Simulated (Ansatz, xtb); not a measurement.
# C5H7NOSi: 3 structures ranked

3 gas-phase structures of C5H7NOSi, from a drawn sample of its isomers (lower ones may exist). Each was relaxed with GFN2-xTB; where two conformers were screened, the lower at r2SCAN-D4/def2-SVP is listed:

A. `N#C[C@@H]1C=CCO[SiH2]1`, a singlet
B. `O=C=C1CC=N[SiH2]C1`, a singlet
C. `[SiH3]Oc1cccnc1`, a singlet

Question: Which do you expect lowest at r2SCAN-D4/def2-SVP, and how would the others follow?

Answer: Calculated order at r2SCAN-D4/def2-SVP: C (0.0), A (20.6), B (29.7) kcal/mol.

Energies above the lowest of each column, in kcal/mol; the last columns are at B3LYP/def2-SVP geometries:

```csv
structure,GFN2-xTB,HF/STO-3G,r2SCAN-D4/def2-SVP,B3LYP/def2-SVP,CCSD(T)/def2-SVP + ΔMP2/def2-TZVPP
C,0.0,0.0,0.0,0.0,0.0
A,38.0,0.9,20.6,19.5,7.8
B,54.5,22.9,29.7,32.9,29.3
```

Every level run on C puts it lowest or level with the lowest. Flexible structures stand in one conformer each, not always the lowest. The ΔMP2 step shifts differences by up to 3.2 kcal/mol, which makes them less sure. ΔMP2 is the change of the MP2 energy from the smaller to the larger basis.

Programs: Ansatz 0.2.0, xtb 6.7.1.
